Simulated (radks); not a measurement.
Values are calculated unless marked as measured or tabulated.
Q: Mean orbital radii <r> (bohr) of the dysprosium ion Dy+, [Xe] 4f10 6s1, of relativity; Dirac values are averaged over j with weights 2j + 1. Spin-unpolarised spherical Kohn-Sham, LDA (Slater exchange, Perdew-Wang correlation), point nucleus unless stated (finite: rms radius 5.2218 fm), a radial shooting solver on a logarithmic mesh with Libxc functionals. A level marked "c x" has the speed of light scaled by that factor and shares open shells by 2j + 1; other Dirac levels either fill j = l - 1/2 first or share by 2j + 1.

| shell | non-rel. |
|---|---|
| 2s | 0.09771 |
| 2p | 0.08279 |
| 3s | 0.2514 |
| 3p | 0.2411 |
| 3d | 0.2133 |
| 4s | 0.5668 |
| 4p | 0.5793 |
| 4d | 0.6115 |
| 5s | 1.402 |
| 5p | 1.592 |
| 4f | 0.8264 |
| 6s | 3.914 |

Give the values at the level "Dirac, low j first".

A: 
shell  Dirac, low j first  change of magnitude (%)
2s                0.08927                    -8.63
2p                0.07910                    -4.45
3s                 0.2343                    -6.79
3p                 0.2329                    -3.42
3d                 0.2122                    -0.51
4s                 0.5302                    -6.47
4p                 0.5612                    -3.12
4d                 0.6106                    -0.15
5s                  1.301                    -7.19
5p                  1.543                    -3.07
4f                 0.8777                    +6.21
6s                  3.672                    -6.19
